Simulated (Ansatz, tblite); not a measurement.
Spin states of W4S6⁺ (the lowest doublet isomer of a short search), each relaxed with r2SCAN-D4/def2-SVP in Ansatz. Electronic energies in the gas phase.

In the def2 sets W takes a core potential; there is no spin–orbit coupling. The xTB rows come from tblite. The structure comes from a short search, and lower isomers may exist.

Doublet geometry:

```xyz
10

W    -1.519   -0.683    0.007
W     0.107   -0.242   -1.960
W     0.869   -0.134    0.598
W    -0.248    1.804   -0.616
S     2.073   -1.130   -1.202
S    -2.442    1.536   -0.004
S     0.164    1.884   -2.911
S    -1.740   -2.726    0.633
S     0.510    0.387    2.867
S     2.227   -0.696    2.588
```

Quartet geometry:

```xyz
10

W     0.4006    1.6549   -0.3734
W     1.5534   -0.3344    0.8145
W    -0.4294   -0.7075   -0.8803
W    -0.9024    0.1410    1.4800
S     1.4689   -2.0882   -0.6766
S    -1.1410    2.4418    1.1873
S     0.6524   -0.7733    2.9351
S     2.6773    1.5783    0.0531
S    -2.5396   -0.1034   -1.8771
S    -1.7402   -1.8090   -2.6626
```

⟨S²⟩: doublet 0.82 at PBE0-D4/def2-SVP (pure 0.75), quartet 3.82 at PBE0-D4/def2-TZVP (pure 3.75).

Run but left out: HF/def2-SVP, MP2/def2-SVP (doublet: ⟨S²⟩ 3.29, where a pure state has 0.75).

Only these spin states were relaxed. Higher spins weren't run and may lie lower. The quartet has other bonds than the doublet, so the gap mixes isomer and spin.

| level | quartet − doublet (kcal/mol) | lowest of these | remarks |
| --- | --- | --- | --- |
| GFN1-xTB | -11.0 | quartet | – |
| GFN2-xTB | 5.8 | doublet | – |
| PBE-D4/def2-TZVP | -21.4 | quartet | – |
| r2SCAN-D4/def2-TZVP | -27.5 | quartet | – |
| PBE0-D4/def2-TZVP | -31.4 | quartet | spin-contaminated (⟨S²⟩ 0.83) (doublet) |

The xTB methods have no term that favours high spin, so they put low spin too low.
